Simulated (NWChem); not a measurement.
CH3ClF2Ge; SMILES [CH3][Ge]([F])([F])[Cl]

```xyz
8

C     -1.5741    -1.3539    -0.0015
Ge     0.0288    -0.3060    -0.0001
F      1.0232    -0.6684    -1.3608
F      1.0214    -0.6699     1.3616
Cl    -0.2858     1.8007     0.0010
H     -2.1902    -1.0787    -0.8681
H     -2.1351    -1.1637     0.9234
H     -1.3068    -2.4181    -0.0601
```
Atoms are numbered in this order, from 1.

Level: PBE0/def2-SVP (NWChem), optimised geometry, unscaled harmonic frequencies. 

### Question
List the harmonic frequencies with IR intensities, and the thermochemistry.

### Answer
```tsv
frequency (cm⁻¹)	IR intensity (km/mol)
66	0.0
147	0.3
169	0.2
190	5.8
234	25.5
250	33.9
447	59.8
636	25.2
737	71.8
748	63.5
814	54.3
816	43.6
1263	13.5
1421	8.5
1423	5.2
3083	0.4
3205	1.2
3207	1.0
```

The zero-point energy is 26.9 kcal/mol and the thermal correction to the enthalpy at 298.15 K (with zero-point energy) comes out as 32.1 kcal/mol. The heat capacity Cv is 22.6 cal/(mol K) and the entropy at 298.15 K and 1 atm (symmetry number 1) comes out as 86.1 cal/(mol K). The dipole moment is 3.36 D.

Rigid rotor and harmonic oscillator; modes under 100 cm⁻¹ make the entropy uncertain.
